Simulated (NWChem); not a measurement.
Species: C5H6; SMILES C#CC(=C)C

All runs: NWChem. Coordinates come from a PBE0/def2-SVP optimisation. B3LYP is NWChem's, with the RPA form of VWN correlation. Ions are spin-unrestricted doublets at the neutral geometry; other ion states weren't tried.

For level PBE/def2-SVPD:

| Quantity | Value |
|---|---|
| −ε(HOMO) (eV) | 5.96 |

Estimate the same quantities for level B3LYP/def2-SVPD.


- −ε(HOMO) (eV): 6.79
